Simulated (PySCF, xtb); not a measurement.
Be(iPr)(SeH) (C₃H₈BeSe), SMILES C[CH](C)[Be][SeH]. Other conformers were not sampled.

Harmonic wavenumbers (cm⁻¹) from GFN2-xTB in xtb at its own minimum, in rising order: 32, 45, 137, 146, 186, 233, 255, 362, 379, 422, 866, 915, 941, 986, 1007, 1099, 1163, 1254, 1311, 1411, 1425, 1496, 1509, 1512, 1516, 2166, 2906, 2976, 2985, 2993, 3004, 3027, 3039.

Problem. What does ωB97X-D3(BJ)/def2-SVP run with PySCF give at its own minimum? (The exact figures need the calculation; the answer reports its results.)

Solution. 31, 81, 106, 229, 241, 260, 382, 386, 423, 597, 878, 921, 963, 992, 1012, 1104, 1190, 1282, 1316, 1399, 1415, 1468, 1486, 1486, 1495, 2483, 3008, 3036, 3037, 3115, 3116, 3134, 3135. Paired by order, the mean absolute difference is 55 cm⁻¹ and the zero-point energies are 62.5 and 64.6 kcal/mol.
